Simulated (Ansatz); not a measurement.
Consider the silylene loss: `N[Si](N)(O)[SiH3]` → `N[SiH](N)O` + `[SiH2]`.

Calculated with Ansatz (gas phase, PBE0-D4/def2-TZVP geometries, no zero-point term in ΔE). CBS: MP2 limit from def2 TZ/QZ plus the TZ coupled-cluster correction, frozen cores. This one scheme is used for every species. One conformer a species, not always the lowest.

`N[Si](N)(O)[SiH3]`:

```xyz
13

N     1.150   -1.461    0.049
Si   -0.179   -0.371    0.048
N    -0.742   -0.417   -1.565
O    -1.191   -0.866    1.255
Si    0.223    1.874    0.591
H     1.847   -1.392   -0.675
H     1.566   -1.726    0.927
H    -1.395    0.264   -1.915
H    -0.789   -1.284   -2.076
H    -1.461   -1.787    1.236
H    -0.961    2.735    0.309
H     0.573    2.029    2.030
H     1.361    2.402   -0.214
```

`N[SiH](N)O`:

Z-matrix (Å, degrees):
```
Si
N 1 1.706
O 1 1.648 2 119.3
N 1 1.713 2 104.7 3 119.0
H 1 1.482 2 106.1 3 -114.4
H 2 1.007 1 121.6 3 -73.1
H 2 1.006 1 120.9 3 78.5
H 3 0.959 1 116.3 2 67.1
H 4 1.007 1 119.8 2 -170.5
H 4 1.007 1 119.6 2 45.7
```

`[SiH2]`:

```xyz
3

Si    0.266   -0.219   -0.623
H     0.065    1.144    0.032
H    -0.331   -0.925    0.591
```

```
             level  ΔE (kcal/mol)
CCSD(T)/def2-TZVPP           52.5
      HF/CBS(def2)           47.0
```

What does CCSD(T)/CBS give? (Estimate.)

Ansatz gave: +54.1 kcal/mol. The listed levels differ from it by -1.6, -7.1 kcal/mol.

Largest T1 diagnostic among the species: 0.014.

From PBE to PBE0 (25 % exact exchange), in def2-TZVPP and without D4, ΔE moves by +1.0 kcal/mol. The D4 term adds +3.8 kcal/mol with B3LYP and +2.1 kcal/mol with PBE0; it sums over pairs of atoms, weighted by their polarisabilities, and B3LYP, whose exchange is more repulsive, gets the larger term.

B3LYP here is the variant with VWN-RPA as its local correlation; programs differ in this.
